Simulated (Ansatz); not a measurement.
`[GeH3][SiH2][SiH2][SiH2][GeH3]` + `O[SiH2][SiH3]` → `O[SiH2][SiH2][GeH3]` + `[SiH3][SiH2][SiH2][GeH3]`  (redistribution)

Computed with Ansatz on PBE0-D4/def2-TZVP structures; ΔE is electronic, products minus reactants. CCSD(T)/CBS adds triple-zeta CCSD(T) − MP2 to the extrapolated MP2 energy (def2 sets, frozen cores). DFT in def2-TZVPP. B3LYP here is the variant with VWN-RPA as its local correlation; programs differ in this. For Ge outer-core shells are correlated without core-valence functions, which leaves a few kJ/mol of doubt a bond. Scalar relativity is left out up to krypton. Each species was taken in one conformer, which may not be the lowest.

```tsv
level	ΔE (eV)
PBE-D4	0.02
B3LYP-D4	0.01
PBE	-0.01
B3LYP	-0.05
CCSD(T)/def2-TZVPP	0.01
SCS-MP2/def2-QZVPP	0.00
HF/CBS(def2)	-0.07
MP2/CBS(def2)	0.02
```

(1) What does CCSD(T)/CBS give? (Best estimate.)

Largest T1 diagnostic among the species: 0.013.

Results:

(1) The calculation gave: +0.01 eV. The listed levels differ from it by 0.01, 0.00, -0.02, -0.06, 0.00, -0.01, -0.08, 0.01 eV.

The D4 term adds +0.06 eV with B3LYP and +0.03 eV with PBE0; it sums over pairs of atoms, weighted by their polarisabilities, and B3LYP, whose exchange is more repulsive, gets the larger term. In def2-TZVPP, CCSD(T) changes the Hartree–Fock value by +0.08 eV (the triples alone add +0.01 eV) and MP2 by +0.08 eV.
